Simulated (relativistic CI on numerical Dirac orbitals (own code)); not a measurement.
What each ingredient does to the levels of Ta45+

Base calculation: Dirac-Coulomb-Breit CI, orbitals from a KLI potential per configuration, a model potential for QED, unscaled Slater integrals.

Configurations in the expansion (outside the closed core [Ne]): 3s2 3p6 3d10, 3s2 3p6 3d9 4s, 3s2 3p6 3d9 4p, 3s2 3p6 3d9 4d, 3s2 3p5 3d10 4s, 3s2 3p6 3d9 4f, 3s2 3p5 3d10 4p, 3s2 3p6 3d8 4s2, 3s2 3p5 3d10 4d, 3s2 3p6 3d8 4s 4p, 3s 3p6 3d10 4s, 3s2 3p6 3d9 5s, 3s2 3p6 3d8 4p2, 3s2 3p5 3d10 4f, 3s2 3p6 3d8 4s 4d, 3s2 3p6 3d9 5p, 3s 3p6 3d10 4p, 3s2 3p5 3d9 4s2, 3s2 3p6 3d9 5d, 3s2 3p6 3d8 4p 4d, 3s2 3p6 3d9 5f, 3s2 3p6 3d9 5g, 3s2 3p5 3d9 4s 4p, 3s 3p6 3d10 4d, 3s2 3p6 3d8 4d2, 3s2 3p5 3d9 4p2, 3s2 3p5 3d9 4s 4d, 3s 3p6 3d10 4f, 3s 3p6 3d9 4s2, 3s2 3p6 3d9 6s, 3s2 3p5 3d10 5s, 3s2 3p6 3d9 6p, 3s2 3p4 3d10 4s2, 3s2 3p5 3d9 4p 4d, 3s2 3p5 3d10 5p, 3s2 3p6 3d9 6d. Levels of other configurations are missing.

The lowest level and the first level of each name with at least 55 % of one term (blank where a level has no safe partner in the second run):

| Level | Base (eV) | Shift (eV) |
| --- | --- | --- |
| 3s2 3p6 3d10 1S_0 | 0.00 | 0.00 |
| 3s2 3p6 3d9 4s 3D_3 | 1505.88 | +158.62 |
| 3s2 3p6 3d9 4s 1D_2 | 1507.71 |  |
| 3s2 3p6 3d9 4s 3D_1 | 1568.14 | +96.36 |
| 3s2 3p6 3d9 4s 3D_2 | 1569.32 |  |
| 3s2 3p6 3d9 4p 3F°_2 | 1662.32 | +83.57 |
| 3s2 3p6 3d9 4p 3F°_4 | 1695.80 | +50.09 |
| 3s2 3p6 3d9 4p 1P°_1 | 1698.81 | +52.85 |
| 3s2 3p6 3d9 4p 3D°_3 | 1700.87 |  |
| 3s2 3p6 3d9 4p 3P°_0 | 1754.77 | -12.58 |
| 3s2 3p6 3d9 4d 1P_1 | 1858.63 | +25.71 |
| 3s2 3p6 3d9 4d 3G_5 | 1860.25 | +23.63 |
| 3s2 3p6 3d9 4d 3D_3 | 1864.14 | +21.90 |
| 3s2 3p6 3d9 4d 3F_4 | 1866.00 |  |
| 3s2 3p6 3d9 4d 3P_0 | 1879.25 | +5.14 |
| 3s2 3p6 3d9 4d 3G_3 | 1902.76 |  |
| 3s2 3p6 3d9 4d 3F_2 | 1908.45 | -18.33 |
| 3s2 3p6 3d9 4d 1S_0 | 1945.77 | -3.38 |
| 3s2 3p5 3d10 4s 3P°_2 | 1947.20 | +80.28 |
| 3s2 3p5 3d10 4s 1P°_1 | 1950.40 |  |
| 3s2 3p6 3d9 4f 3P°_0 | 2006.80 | +23.90 |
| 3s2 3p6 3d9 4f 3P°_1 | 2009.69 | +21.01 |

At this charge energies of transitions that change n are usually good to better than 1 %, and those within a shell (Δn = 0) to a few per cent.

**Question.** One thing was changed in a second run, which moved the levels as shown. Which?
A. QED terms removed
B. configuration mixing switched off
C. valence Slater integrals scaled by 0.9
D. non-relativistic limit
E. Breit term removed

**Answer.** D. Non-relativistic limit. Without relativity the fine structure collapses and s electrons lose their extra binding.

LS names give the leading component of a level, which can be under half, so a name can repeat, a term be missing and a line seem to break the LS rules.
